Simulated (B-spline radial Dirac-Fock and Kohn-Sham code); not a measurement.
Au³⁸⁺: scattering cross sections and density moments

System: Au³⁸⁺ in the configuration [Kr] 4d5.

The run's input, task.json:

```json
{"items": [{
  "Z": 79,
  "q": 38,
  "cfg": [[1, 0, 2], [2, 0, 2], [2, 1, 6], [3, 0, 2], [3, 1, 6], [3, 2, 10], [4, 0, 2], [4, 1, 6], [4, 2, 5]],
  "A": 197,
  "rrms": 5.4371,
  "do": ["scatter"],
  "s": [0.0, 0.08, 0.09, 0.11, 0.14, 0.17, 0.21, 0.26, 0.32, 0.39, 0.48, 0.59, 0.73, 0.9, 1.1, 1.36, 1.67, 2.05, 2.52, 3.1, 3.81, 4.68, 5.76],
  "pz": [0, 0.1, 0.2, 0.3, 0.4, 0.5, 0.6, 0.8, 1.0, 1.2, 1.4, 1.6, 1.8, 2.0, 2.5, 3.0, 4.0, 5.0, 7.0, 10.0, 15.0, 20.0, 30.0, 40.0, 60.0, 100.0],
  "hv_scatter": [1000, 2000, 8047.8, 10000, 17479.3, 30000, 500000, 1000000]
}]}
```

Launch: `python xray_run.py task.json out`

Method: Dirac-Fock orbitals of the configuration average with a finite nucleus. Computed with a radial B-spline solver.

| Item | Value |
| --- | --- |
| Sum of ⟨r⟩ | 8.685 bohr |
| Sum of ⟨r²⟩ | 2.869 bohr² |
| Sum of ⟨1/r⟩ | 546.26 per bohr |
| Langevin diamagnetic susceptibility | -2.27 × 10⁻⁶ cm³/mol |
| Lamb shielding (α²/3)Σ⟨1/r⟩ | 9696 ppm |

Coherent scattering is the Thomson cross section weighted by f₀², without anomalous dispersion; incoherent scattering is Klein-Nishina weighted by S. The Lamb formula is the non-relativistic shielding expression. Electron correlation is left out. A dash stands where the photon energy is too low for the impulse approximation behind that column.

```tsv
hν (keV)	coherent (b)	incoherent (b)	incoherent per electron (b)
1	1115	–	–
2	1103	–	–
8.0478	917.7	–	–
10	836.3	2.892	0.0705
17.4793	562.1	5.928	0.145
30	319.8	9.577	0.234
500	3.104	11.35	0.277
1000	0.8142	8.508	0.208
```

Incoherent scattering overtakes coherent scattering between 30 and 500 keV.
